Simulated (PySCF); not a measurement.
Species: cyclo-(F2SiS)4.
Geometry (PBE0-D3(BJ)/def2-SVP, Å), atoms numbered from 1 in this order:
```
atom  x, y, z in Å
Si1    2.1637    0.8689    0.3995
F2     1.4826    1.9308   -0.5941
F3     3.7192    1.2253    0.5211
S4     1.9632   -1.0746   -0.4209
Si5    0.6886   -0.6961   -2.0747
F6     1.4121    0.1930   -3.1910
F7     0.4282   -2.1568   -2.6763
S8    -1.1306    0.3227   -1.6944
Si9   -2.0872   -0.9435   -0.2902
F10   -3.5249   -0.2813   -0.0574
F11   -2.3019   -2.4179   -0.8789
S12   -1.0883   -1.3059    1.5475
Si13  -0.6350    0.6591    2.1914
F14   -1.3664    1.7153    1.2286
F15   -1.1962    0.8662    3.6755
S16    1.4385    1.0609    2.3806
```

The closed-shell ground state was solved at several levels (PySCF, density fitting, gas phase, non-relativistic).

```json
{"level": "PBE0/pcSseg-1", "basis functions": "328", "total energy (Eh)": "-3548.2858", "HOMO (eV)": "-9.04", "LUMO (eV)": "-1.47", "gap (eV)": "7.57", "dipole (D)": "1.01"}
{"level": "B3LYP/def2-SVPD", "basis functions": "388", "total energy (Eh)": "-3548.9472", "HOMO (eV)": "-8.56", "LUMO (eV)": "-1.73", "gap (eV)": "6.83", "dipole (D)": "1.49"}
```

(1) What might B3LYP/pcSseg-1 (328 basis functions) give for the same quantities?

(2) Over all these levels, which gives the widest orbital gap and which the narrowest?

(3) How far do the dipole and the HOMO energy spread over the levels?

Answers

(1) Total energy -3550.2103 Eh, HOMO -8.71 eV, LUMO -1.59 eV, gap 7.12 eV, dipole 1.07 D.

(2) PBE0/pcSseg-1 (global hybrid, 25 % exact exchange) has the widest, 7.57 eV, and B3LYP/def2-SVPD (global hybrid, 20 % exact exchange) the narrowest, 6.83 eV. Functional and basis both differ between the two, so the spread mixes both effects.

(3) The dipole runs from 1.01 to 1.49 D (mean 1.19 D) and the HOMO from -9.04 to -8.56 eV.

One conformer stands for the species.
